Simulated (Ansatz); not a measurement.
`CC(C)[O][Al]([F])[Cl]` and `CC(C)[O][Ge][Cl]` differ in one atom or group.

Ansatz, PBE0-D4/def2-TZVP geometries, multiplicity 1. Each molecule was computed in one conformer, which needn't be the lowest.

Scalar relativity is left out up to krypton.

```csv
property,`CC(C)[O][Al]([F])[Cl]`
LUMO energy (PBE0/def2-TZVPP) / eV,-0.76
HOMO energy (PBE/def2-TZVPP) / eV,-7.05
HOMO energy (B3LYP/def2-TZVPP) / eV,-8.32
size of the dipole moment (B3LYP/def2-TZVPP) / D,2.22
HOMO energy (PBE0/def2-TZVPP) / eV,-8.56
HOMO–LUMO gap (B3LYP/def2-TZVPP) / eV,7.27
```

Problem. Give the same properties after the change, and the shifts. (Estimate.)

Solution. Computed: 
| property | `CC(C)[O][Ge][Cl]` | shift |
| --- | --- | --- |
| LUMO energy (PBE0/def2-TZVPP) / eV | -2.16 | -1.40 |
| HOMO energy (PBE/def2-TZVPP) / eV | -6.57 | 0.48 |
| HOMO energy (B3LYP/def2-TZVPP) / eV | -7.56 | 0.76 |
| size of the dipole moment (B3LYP/def2-TZVPP) / D | 1.56 | -0.66 |
| HOMO energy (PBE0/def2-TZVPP) / eV | -7.75 | 0.81 |
| HOMO–LUMO gap (B3LYP/def2-TZVPP) / eV | 5.20 | -2.07 |

With PBE0 the HOMO rises by 0.81 eV and the LUMO falls by 1.40 eV, so the gap narrows by about 2.21 eV. PBE moves the HOMO by 0.48 eV and ωB97M-V by 1.05 eV. Dipoles are sizes alone; their direction can turn.

B3LYP here is the variant with VWN-RPA as its local correlation; programs differ in this.
